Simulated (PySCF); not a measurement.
# One molecule, several mistakes: BCGeH7O

All numbers below are calculated, not measured. They come from PySCF 2.14.0, an open-source quantum chemistry program, on an isolated molecule that a program drew, which may never have been made. The molecule is BCGeH7O (charge 0, singlet), drawn as the SMILES string `B[CH](O)[GeH3]`.

Each row is a Hartree-Fock (HF) and frozen-core CCSD(T) single point in the cc-pVDZ basis, meant for a local HF minimum. Run 1 is clean. Each other run has one planted mistake out of seven kinds, and not every kind appears here: one electron removed, one electron added, multiplicity raised by two, geometry at a saddle point, minimal basis STO-3G, one bond length entered in bohr, all coordinates scaled. The reference is restricted for singlets and unrestricted otherwise, and also for a bond in bohr. Adding or removing an electron swaps singlet and doublet. Electrons count all cores. HOMO and LUMO are orbital energies over both spins, the gradient is its largest component, and the lowest frequency (negative if imaginary) is given only where the gradient is small. Bond lengths are over the 10 bonds as drawn. T1 is the CCSD diagnostic: over 0.02 (restricted) or 0.045 (unrestricted) a single reference is doubtful. Germanium has the cc-pVDZ-PP basis, with a core potential (ECP10MDF) in place of its 10 inner electrons, and its 3s, 3p and 3d shells are frozen in CCSD(T).

Geometry of the clean run:
```xyz
11
BCGeH7O, angstrom
B    -0.0310   -0.4780   -0.7135
C    -1.5596   -0.2110   -0.7064
O    -2.1864   -0.6072    0.4955
Ge   -1.7874    1.7707   -0.9678
H     0.5555   -0.7720    0.2880
H     0.5711   -0.3228   -1.7415
H    -2.0328   -0.6651   -1.5871
H    -3.1174   -0.4533    0.4394
H    -1.4860    2.1869   -2.4107
H    -0.8973    2.5669   -0.0091
H    -3.2565    2.0728   -0.6413
```

| run | electrons | basis functions | <S^2> | HOMO (eV) | LUMO (eV) | gradient (hartree/bohr) | lowest frequency (cm^-1) | mean bond (Å) | longest bond (Å) | T1 | HF (hartree) | CCSD(T) (hartree) | mistake |
|---|---|---|---|---|---|---|---|---|---|---|---|---|---|
| 1 | 58 | 100 | 0.000 | -10.51 | 2.31 | 4.0e-05 | 122 | 1.4016 | 2.012 | 0.0120 | -434.82830 | -435.40992 | no fault |
| 2 | 59 | 100 | 0.764 | 0.46 | 8.28 | 2.4e-02 | - | 1.4016 | 2.012 | 0.0129 | -434.77543 | -435.37814 | one electron added |
| 3 | 58 | 100 | 2.022 | -5.41 | -2.05 | 8.0e-02 | - | 1.4016 | 2.012 | 0.0304 | -434.64686 | -435.23312 | multiplicity raised by two |
| 4 | 58 | 100 | 0.848 | -9.43 | 1.52 | 3.9e-02 | - | 1.5396 | 2.932 | 0.0361 | -434.69054 | -435.25171 | ? |
| 5 | 58 | 100 | 0.000 | -10.35 | 1.84 | 7.1e-02 | - | 1.5221 | 2.185 | 0.0130 | -434.76887 | -435.36860 | ? |

**Which mistake was planted in run 4, and what did it cost?**

The mean bond changes by a factor of 1.098 and the longest by 1.457, so the molecule wasn't scaled as a whole. A length L in bohr read as angstrom grows by (1/0.5292 - 1) L = 0.890 L. The 10 bonds together grew by 10 x 0.1380 = 1.380 Å, which gives L = 1.551 Å. That is bond B1-C2, 1.552 Å in the clean geometry. So the mistake is: one bond length entered in bohr. Subtracting run 1 and multiplying by 627.51 kcal/mol a hartree, the energy moved by 86.4 kcal/mol in HF and 99.3 kcal/mol in CCSD(T).

**Which mistake was planted in run 5, and what did it cost?**

The mean and the longest bond both change by the same factor, 1.086, and the gradient is no longer small. So the mistake is: all coordinates scaled. Subtracting run 1 and multiplying by 627.51 kcal/mol a hartree, the energy moved by 37.3 kcal/mol in HF and 25.9 kcal/mol in CCSD(T).

Cautions from the logs. Run 2: the HOMO is above zero, so the electron isn't bound and the energy depends on the basis.
